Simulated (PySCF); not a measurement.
C4H7F3Si2.
Cartesian coordinates in Å at the PBE0-D3(BJ)/def2-SVP level; atoms count from 1:
```
atom  x, y, z in Å
F1     2.1638   -1.3374   -1.4520
C2     1.7829   -1.2488   -0.1709
F3     1.1147   -2.3602    0.1300
F4     2.9012   -1.2385    0.5640
C5     0.9764   -0.0021    0.0565
Si6    1.6744    1.6779   -0.4470
C7    -0.2150   -0.0807    0.6025
C8    -1.4216   -0.1323    1.0966
Si9   -2.9392   -0.3452    0.0022
H10    1.8378    1.7453   -1.9284
H11    3.0030    1.8877    0.1982
H12    0.7047    2.7120    0.0100
H13   -1.5410   -0.0627    2.1860
H14   -4.1492   -0.3102    0.8741
H15   -3.0111    0.7615   -0.9970
H16   -2.8822   -1.6496   -0.7202
```

Computed with PBE0-D3(BJ)/def2-SVP geometry optimisation, gas phase in PySCF 2.14.0.

Take the most abundant isotopes and a rigid rotor. 

Task: What are A, B and C (MHz)?

Result: Ia = 329.18, Ib = 753.67, Ic = 938.35 u·Å²; 505379 MHz·u·Å²/I gives A = 1535, B = 670.6, C = 538.6 MHz.

Task: What kind of rotor is it?

Result: An asymmetric top; Ray's κ = -0.735.

Task: Is it planar, by Δ = Ic − Ia − Ib?

Result: Not planar: Δ = Ic − Ia − Ib = -144.50 u·Å². For a rigid frame Δ = −2 Σ m c², so Σ m c² = 72.25 u·Å² lies off the ab plane: 10.15 from hydrogen and 62.10 from heavier atoms. The atom farthest from that plane is 1.98 Å away.

Task: Give the other two planar moments, Paa and Pbb, and the rms extents of the mass along the axes.

Result: Paa = Σ m a² = (Ib + Ic − Ia)/2 = 681.42 and Pbb = Σ m b² = (Ia + Ic − Ib)/2 = 256.93 u·Å². With the mass M = 168.00 u, the rms extents √(P/M) along a, b and c are 2.01, 1.24, 0.66 Å.

Task: List the rotational levels J(Ka,Kc) to J = 3 (MHz).

Result: Above 0(0,0):
J = 1: 1(0,1) 1209, 1(1,1) 2074, 1(1,0) 2206
J = 2: 2(0,2) 3613, 2(1,2) 4360, 2(1,1) 4756, 2(2,1) 7350, 2(2,0) 7364
J = 3: 3(0,3) 7186, 3(1,3) 7781, 3(1,2) 8572, 3(2,2) 10978, 3(2,1) 11047, 3(3,1) 15639, 3(3,0) 15640

Task: Predict some low-J microwave lines.

Result: The dipole components are |μa| = 1.84 D, |μb| = 1.23 D, |μc| = 0.60 D. The squared components, which scale the intensities, stand as 1.00 : 0.45 : 0.11 (a : b : c). Some lines, for components of 0.1 D or more:

| type | branch | J(Ka,Kc) | MHz | lower level (cm⁻¹) |
| --- | --- | --- | --- | --- |
| a | Q | 2(1,1) ← 2(1,2) | 396 | 0.145 |
| b | R | 5(2,3) ← 4(3,2) | 1758 | 0.684 |
| a | Q | 5(1,4) ← 5(1,5) | 1954 | 0.600 |
| c | Q | 4(2,3) ← 4(1,3) | 2161 | 0.455 |
| b | Q | 2(2,1) ← 2(1,2) | 2990 | 0.145 |
| b | Q | 3(2,2) ← 3(1,3) | 3196 | 0.260 |
| b | Q | 4(2,3) ← 4(1,4) | 3475 | 0.411 |
| c | Q | 5(3,3) ← 5(2,3) | 4326 | 0.743 |
| a | R | 4(1,4) ← 3(1,3) | 4547 | 0.260 |
| b | Q | 4(3,2) ← 4(2,3) | 4698 | 0.527 |
| c | R | 2(2,0) ← 1(1,0) | 5158 | 0.074 |
| a | R | 5(2,4) ← 4(2,3) | 6015 | 0.527 |
| a | R | 5(1,4) ← 4(1,3) | 6304 | 0.455 |
| b | R | 5(2,3) ← 4(1,4) | 9931 | 0.411 |
| c | R | 4(4,1) ← 3(3,1) | 11354 | 0.522 |

Task: Estimate the classical rotational partition function at 10 K, 100 K and 500 K.

Result: Point group C1, symmetry number σ = 1; q = (√π/σ)·√((kT/h)³/(ABC)), k/h = 20836.6 MHz/K: 7160 at 10 K, 226000 at 100 K, 2530000 at 500 K.

PBE0-D3(BJ)/def2-SVP frequencies: not computed here. These are rigid-rotor constants of the computed structure; measured ground-state constants (B0) also hold zero-point vibration. A rigid rotor knows nothing of internal rotation, which can split or shift real lines.
